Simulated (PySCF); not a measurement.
Record of a relaxation.

Species: C9H7Cl.
Bonds: Cl1–C2, C2–C3 (double), C3–C4, C4–C5 (double), C5–C6, C6–C7, C7–C8 (double), C8–C9, C9–C10 (double), C2–C6, C6–C10. Hydrogens: H11 on C3; H12 on C4; H13 on C5; H14 on C7; H15 on C8; H16 on C9; H17 on C10.

Computed by this run: PBE0-D3(BJ)/def2-SVP geometry optimisation, gas phase in PySCF 2.14.0; density fitting, grid level 2; the optimiser is geomeTRIC in internal coordinates, started from a GFN2-xTB structure. The frame can shift and turn from step to step; on so coarse a grid that alone can change the energy by a few meV, and forces under 0.02 eV/Å are noise.

Step 0: E = -21941.9465 eV, largest atomic force 0.634 eV/Å
```
atom  x, y, z in Å  |  force x, y, z in eV/Å
Cl1    -0.364   -2.440    1.238   -0.085  -0.141   0.057
C2      0.606   -1.134    0.735   -0.281  -0.133   0.008
C3      1.925   -0.965    0.916   -0.035  -0.077   0.037
C4      2.309    0.296    0.316    0.016  -0.006   0.004
C5      1.238    0.889   -0.224   -0.284  -0.012  -0.043
C6      0.018    0.035   -0.015   -0.129  -0.009  -0.020
C7     -1.090    0.730    0.732    0.329  -0.085   0.043
C8     -2.203    0.726   -0.007   -0.055   0.021   0.000
C9     -1.943    0.053   -1.266   -0.053  -0.004  -0.036
C10    -0.671   -0.356   -1.297    0.305  -0.037   0.155
H11     2.595   -1.638    1.417    0.304  -0.442   0.300
H12     3.316    0.672    0.320    0.550   0.272  -0.033
H13     1.187    1.829   -0.741    0.016   0.558  -0.297
H14    -0.938    1.140    1.713    0.023   0.257   0.579
H15    -3.155    1.145    0.266   -0.501   0.264   0.221
H16    -2.680   -0.085   -2.037   -0.361  -0.112  -0.485
H17    -0.156   -0.886   -2.076    0.240  -0.315  -0.490
```

Step 1: E = -21942.0096 eV, largest atomic force 0.106 eV/Å
```
atom  x, y, z in Å  |  force x, y, z in eV/Å
Cl1    -0.565   -3.134    1.340    0.058   0.083  -0.033
C2      0.406   -1.816    0.833   -0.041  -0.039   0.016
C3      1.730   -1.647    1.016    0.036  -0.082   0.051
C4      2.113   -0.371    0.411    0.091   0.036   0.001
C5      1.033    0.223   -0.132   -0.008   0.050  -0.032
C6     -0.187   -0.643    0.081    0.002  -0.023   0.013
C7     -1.293    0.056    0.839    0.001   0.021   0.056
C8     -2.412    0.055    0.093   -0.083   0.039   0.032
C9     -2.150   -0.627   -1.178   -0.059  -0.017  -0.072
C10    -0.871   -1.042   -1.207    0.022  -0.028  -0.048
H11     2.398   -2.341    1.528   -0.027   0.022  -0.018
H12     3.132    0.025    0.408   -0.044  -0.015  -0.001
H13     0.988    1.179   -0.655   -0.005  -0.040   0.021
H14    -1.150    0.475    1.836    0.000  -0.017  -0.039
H15    -3.373    0.489    0.380    0.041  -0.015  -0.009
H16    -2.888   -0.772   -1.970    0.032   0.005   0.029
H17    -0.359   -1.584   -2.002   -0.015   0.020   0.034
```

Step 2: E = -21942.0102 eV, largest atomic force 0.041 eV/Å
```
atom  x, y, z in Å  |  force x, y, z in eV/Å
Cl1    -0.560   -3.131    1.339   -0.002   0.010  -0.006
C2      0.407   -1.815    0.833   -0.007  -0.036   0.018
C3      1.732   -1.648    1.018   -0.013   0.014  -0.009
C4      2.116   -0.371    0.412   -0.004   0.006  -0.005
C5      1.035    0.222   -0.131    0.015   0.016  -0.006
C6     -0.187   -0.643    0.081   -0.004  -0.011   0.005
C7     -1.295    0.056    0.838   -0.012   0.009   0.012
C8     -2.415    0.056    0.093    0.016  -0.004   0.004
C9     -2.153   -0.627   -1.180    0.015  -0.001   0.004
C10    -0.873   -1.041   -1.207   -0.006  -0.005  -0.017
H11     2.398   -2.343    1.529   -0.005   0.000  -0.001
H12     3.133    0.025    0.409   -0.002   0.003  -0.002
H13     0.989    1.177   -0.654    0.000   0.002   0.000
H14    -1.152    0.474    1.834    0.001   0.001   0.002
H15    -3.375    0.490    0.380    0.003   0.000   0.002
H16    -2.889   -0.772   -1.972    0.003  -0.001   0.000
H17    -0.360   -1.583   -2.001    0.002  -0.002  -0.001
```

Step 3: E = -21942.0102 eV, largest atomic force 0.027 eV/Å
```
atom  x, y, z in Å  |  force x, y, z in eV/Å
Cl1    -0.565   -3.129    1.337    0.005  -0.004   0.003
C2      0.406   -1.816    0.834   -0.001   0.013  -0.007
C3      1.731   -1.648    1.017    0.006  -0.003   0.003
C4      2.116   -0.371    0.411   -0.025  -0.011   0.000
C5      1.035    0.223   -0.131    0.000  -0.006   0.003
C6     -0.187   -0.643    0.081    0.006   0.003   0.000
C7     -1.294    0.056    0.839    0.000  -0.008  -0.023
C8     -2.414    0.056    0.093    0.005  -0.003  -0.003
C9     -2.151   -0.627   -1.179    0.006   0.003   0.009
C10    -0.872   -1.042   -1.207   -0.006   0.013   0.016
H11     2.396   -2.343    1.528    0.006  -0.005   0.004
H12     3.132    0.026    0.409    0.006   0.002   0.001
H13     0.988    1.178   -0.654   -0.001   0.006  -0.003
H14    -1.151    0.474    1.835    0.001   0.002   0.004
H15    -3.373    0.490    0.380   -0.008   0.003   0.001
H16    -2.888   -0.772   -1.972   -0.006  -0.001  -0.005
H17    -0.359   -1.585   -2.001    0.003  -0.003  -0.003
```

Step 4: E = -21942.0102 eV, largest atomic force under 0.02 eV/Å
```
atom  x, y, z in Å  |  force x, y, z in eV/Å
Cl1    -0.563   -3.130    1.338   -0.001   0.000   0.000
C2      0.407   -1.816    0.834   -0.004  -0.001   0.000
C3      1.731   -1.648    1.018   -0.005   0.010  -0.006
C4      2.114   -0.371    0.412    0.018   0.006   0.001
C5      1.034    0.223   -0.131   -0.003  -0.016   0.008
C6     -0.187   -0.643    0.081   -0.004   0.000  -0.001
C7     -1.294    0.056    0.839    0.000  -0.001   0.000
C8     -2.414    0.056    0.093    0.001  -0.001  -0.002
C9     -2.151   -0.627   -1.179   -0.004   0.000  -0.003
C10    -0.871   -1.042   -1.207   -0.002   0.002   0.003
H11     2.397   -2.344    1.529    0.000   0.001   0.000
H12     3.131    0.025    0.409    0.003   0.001   0.000
H13     0.988    1.178   -0.654    0.000  -0.001   0.001
H14    -1.151    0.475    1.834    0.001   0.000   0.000
H15    -3.373    0.490    0.380    0.000   0.000  -0.001
H16    -2.888   -0.772   -1.972   -0.001   0.000  -0.001
H17    -0.359   -1.584   -2.001    0.000   0.000   0.000
```

Q: Summarise the path.

A: The energy falls by 1.47 kcal/mol from step 0 to step 4; nine tenths of that is first reached at step 1. It falls at every step. The largest force goes from 0.634 to under 0.02 eV/Å. Among the bonds C3–C4 changes most (a near tie, within 0.001 Å, with another), from 1.448 to 1.465 Å; the atoms move by 0.022 Å rms after alignment.

Q: Follow the three bonds and two angles with the largest change from start to end.

A: 
| step | E above end (kcal/mol) | largest force (eV/Å) | C3–C4 (Å) | C8–C9 (Å) | C5–H13 (Å) | C4–C3–H11 (°) | C6–C10–H17 (°) |
| --- | --- | --- | --- | --- | --- | --- | --- |
| 0 | 1.47 | 0.634 | 1.448 | 1.451 | 1.073 | 125.0 | 121.7 |
| 1 | 0.01 | 0.106 | 1.463 | 1.466 | 1.091 | 126.0 | 122.7 |
| 2 | 0.00 | 0.041 | 1.465 | 1.468 | 1.090 | 126.2 | 122.6 |
| 3 | 0.00 | 0.027 | 1.465 | 1.468 | 1.089 | 126.1 | 122.6 |
| 4 | 0.00 | under 0.02 | 1.465 | 1.468 | 1.090 | 126.2 | 122.6 |

The cost below is that of the whole optimisation. The run took 48 s wall on an AMD EPYC 9R45 with one thread, no GPU, on a shared host, and the process peaked at 0.90 GiB of memory.
